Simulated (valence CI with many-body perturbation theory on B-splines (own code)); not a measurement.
Forbidden lines of Gd XVI

Calculated by valence CI with perturbative core correlation (CI+MBPT): three valence electrons over a frozen Dirac-Fock core [Kr] 4d10, a basis of 7 s, 7 p, 7 d, 7 f, 4 g, 2 h functions for each j, with the one-electron correlation potential Σ1, the two-electron term Σ2, the three-electron term Σ3, Breit, model QED; selected CI, second order for the rest, scaled by the run's own slope (own B-spline code, finite nucleus).

No measured levels were compared; by estimate terms of the open shell hold to a few per cent of their energy, and close levels can change places; configurations with another count of f electrons can be misplaced by thousands of cm⁻¹.

Lines 1 to 50 of 120 in falling wavelength, among levels below 742350 cm⁻¹, chosen from the decays that carry over 1 % of a level's rate. Wavelengths and rates use the calculated energies, so an error of 2000 cm⁻¹ moves a line at 4517 nm by 90 % and its rate by three times that or more. S is in atomic units (e²a₀⁴ for E2 and M2, e²a₀⁶ for E3), for M1 in squared Bohr magnetons. Weak lines are less certain than strong ones. Lines between different terms over intervals too small for the method are left out, as are lines whose strength nearly cancels. Where a level lies close to another of its J and parity, the split of strength between their lines is uncertain. Intervals below about 2000 cm⁻¹, as at the head of this list, are uncertain by tens of per cent.

Names give the largest LS component (configuration and term), which can be under half, so a name can repeat, a term be missing and a line seem to break the LS rules; names also repeat where a configuration has a term twice. Letters in brackets count levels of one name in rising energy.

```csv
λ vac (nm),Upper,Lower,Type,A (s⁻¹),S (a.u.)
4673,4f3 4F°_7/2,4f3 4F°_5/2,M1,3.37e-01,1.02e+01
4563,4f3 4D°_1/2,4f3 4D°_3/2,M1,5.91e-01,4.16e+00
4517,4f3 4S°_3/2,4f3 4F°_5/2,M1,1.16e-02,1.59e-01
3399,4f3 4F°_5/2,4f3 4F°_3/2,M1,9.97e-01,8.71e+00
3147,4f3 4F°_9/2,4f3 4F°_7/2,M1,6.08e-01,7.03e+00
3109,4f3 2L°_17/2,4f3 2L°_15/2,M1,3.86e-01,7.74e+00
2715,4f3 2I°_13/2,4f3 2I°_11/2,M1,4.93e-01,5.12e+00
2674,4f3 4F°_7/2,4f3 2H°_9/2 [a],M1,3.22e-01,1.83e+00
2390,4f3 2P°_1/2,4f3 2D°_3/2 [a],M1,6.08e-01,6.15e-01
2144,4f3 4G°_11/2,4f3 4G°_9/2,M1,2.30e+00,1.01e+01
2124,4f3 4G°_7/2,4f3 4G°_5/2,M1,2.95e+00,8.39e+00
2074,4f3 2K°_15/2,4f3 2K°_13/2,M1,1.29e+00,6.82e+00
2017,4f3 4I°_11/2,4f3 4I°_9/2,M1,5.04e+00,1.84e+01
2011,4f3 4I°_15/2,4f3 4I°_13/2,M1,3.92e+00,1.89e+01
1997,4f3 4I°_13/2,4f3 4I°_11/2,M1,6.00e+00,2.48e+01
1940,4f3 4S°_3/2,4f3 4F°_3/2,M1,3.68e-01,3.98e-01
1936,4f3 2G°_9/2 [a],4f3 4G°_7/2,M1,2.55e+00,6.85e+00
1711,4f3 2D°_5/2 [a],4f3 2D°_3/2 [a],M1,1.15e+00,1.29e+00
1685,4f3 4G°_9/2,4f3 2G°_7/2 [a],M1,4.63e+00,8.21e+00
1651,4f3 4D°_7/2,4f3 4D°_5/2,M1,3.73e+00,4.98e+00
1621,4f3 4G°_5/2,4f3 4F°_7/2,M1,1.81e-01,1.72e-01
1602,4f3 2P°_3/2,4f3 2D°_5/2 [a],M1,1.59e+00,9.67e-01
1557,4f3 2G°_7/2 [a],4f3 4F°_7/2,M1,1.44e+00,1.61e+00
1446,4f3 4F°_9/2,4f3 2H°_9/2 [a],M1,4.15e+00,4.65e+00
1269,4f3 4D°_3/2,4f3 2D°_5/2 [a],M1,5.74e-01,1.74e-01
1265,4f3 2P°_3/2,4f3 2P°_1/2,M1,2.36e+00,7.08e-01
1203,4f3 4G°_5/2,4f3 4F°_5/2,M1,4.34e-02,1.68e-02
1196,4f3 2H°_11/2 [a],4f3 2H°_9/2 [a],M1,5.28e+00,4.02e+00
1168,4f3 2G°_7/2 [a],4f3 4F°_5/2,M1,3.97e+00,1.88e+00
1089,4f3 4G°_9/2,4f3 4F°_9/2,M1,2.62e+00,1.26e+00
1048,4f3 4D°_3/2,4f3 2P°_1/2,M1,1.79e+00,3.06e-01
1039,4f3 2G°_9/2 [a],4f3 2G°_7/2 [a],M1,6.20e-01,2.58e-01
984.2,4f3 2G°_7/2 [a],4f3 2H°_9/2 [a],M1,2.17e+00,6.14e-01
926.0,4f3 2I°_11/2,4f3 4G°_11/2,M1,9.93e-01,3.51e-01
919.2,4f3 4G°_7/2,4f3 4F°_7/2,M1,2.18e+00,5.02e-01
888.7,4f3 4G°_5/2,4f3 4F°_3/2,M1,1.23e-01,1.92e-02
875.4,4f3 2G°_9/2 [a],4f3 2H°_11/2 [a],M1,3.84e+00,9.54e-01
852.4,4f3 4D°_1/2,4f3 2P°_1/2,M1,1.33e+00,6.11e-02
827.4,4f3 2P°_3/2,4f3 2D°_3/2 [a],M1,1.66e+01,1.39e+00
806.5,4f3 4G°_11/2,4f3 2H°_11/2 [a],M1,3.84e+00,8.96e-01
777.2,4f3 2G°_9/2 [a],4f3 4F°_9/2,M1,1.19e+01,2.07e+00
769.4,4f3 2D°_5/2 [a],4f3 2G°_7/2 [a],M1,8.65e-01,8.77e-02
768.1,4f3 4G°_7/2,4f3 4F°_5/2,M1,2.12e+00,2.85e-01
740.7,4f3 2D°_3/2 [a],4f3 4S°_3/2,M1,1.38e+01,8.30e-01
728.7,4f3 4D°_3/2,4f3 2D°_3/2 [a],M1,5.26e-02,3.02e-03
727.4,4f3 4D°_5/2,4f3 2D°_3/2 [a],M1,4.12e+00,3.53e-01
722.4,4f3 4G°_11/2,4f3 4F°_9/2,M1,2.45e-01,4.11e-02
684.1,4f3 4G°_7/2,4f3 2H°_9/2 [a],M1,2.42e-01,2.30e-02
646.8,4f3 2I°_11/2,4f3 4G°_9/2,M1,1.09e+00,1.32e-01
639.5,4f3 2L°_15/2,4f3 2K°_15/2,M1,8.89e+00,1.38e+00
```
